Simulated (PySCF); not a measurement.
How the method changes the constants of LiAs⁺

State: ⁴Σ⁻ (quartet), unpaired electrons σ ↑, π ↑↑. Set-up: Li pcseg-1, As pcseg-1; no relativity (PySCF 2.14). De refers to Li⁺ + As in their high-spin ground configurations, without counterpoise correction. The functionals are run spin-unrestricted. A positive dipole points towards As; it is taken about the centre of mass and depends on that origin.

| Level | Re (Å) | ωe (cm⁻¹) | De (eV) | μ (D) |
| --- | --- | --- | --- | --- |
| UHF | 2.844 | 211 | 0.340 | -10.24 |
| UHF-MP2 | 2.836 | 214 | 0.353 | n/a |
| UHF-SCS-MP2 | 2.838 | 214 | 0.349 | n/a |
| UHF-CCSD | 2.837 | 214 | 0.356 | n/a |
| UHF-CCSD(T) | 2.835 | 215 | 0.359 | n/a |
| PBE | 2.794 | 218 | 0.448 | -9.67 |
| PW91 | 2.785 | 221 | 0.467 | -9.62 |
| r²SCAN | 2.836 | 207 | 0.354 | -10.12 |
| M06-L | 2.851 | 200 | 0.323 | -10.32 |
| PBE0 | 2.787 | 221 | 0.412 | -9.77 |
| r²SCAN0 | 2.819 | 211 | 0.355 | -10.07 |
| HSE06 | 2.793 | 219 | 0.413 | -9.80 |

Which functional lies closest to UHF-CCSD(T) in De, which farthest, and by how much do they differ from it?

Closest is r²SCAN0 (-1.6 pm in Re, -1.9 % in ωe, -0.00 eV in De against UHF-CCSD(T) in the same basis), farthest PW91 (-5.0 pm in Re, +2.8 % in ωe, +0.11 eV in De). CCSD(T) converges more slowly with the basis than the functionals do and binds too weakly in this one, so the order can change at the basis-set limit.

What does the step from GGA to meta-GGA do here, going from PBE to r²SCAN?

r²SCAN less PBE: +4.2 pm in Re, -5.0 % in ωe, -0.09 eV in De. 

What does a quarter of exact exchange do here, going from r²SCAN to r²SCAN0?

r²SCAN0 less r²SCAN: -1.7 pm in Re, +1.9 % in ωe, +0.00 eV in De. Exact exchange removes part of the self-interaction that spreads semilocal densities, and in most molecules shortens and stiffens the bond and lowers De; so it does here.

Correlated steps freeze 9 core orbitals. The bond is weak. Basis-set superposition, not corrected here, can be much of De in a small basis, most of all at correlated wavefunction levels. Spin–orbit coupling is left out. For an ion De counts to the pair picked by the measured ionisation energies or electron affinities, which need not be the lowest pair at this level. The state was picked by a PBE0 search and need not be the measured ground state.

The whole job (state search and all levels along the bond) took about 1.8 min on 1 thread of Arm Neoverse N1 (shared host), peak memory 0.42 GiB.
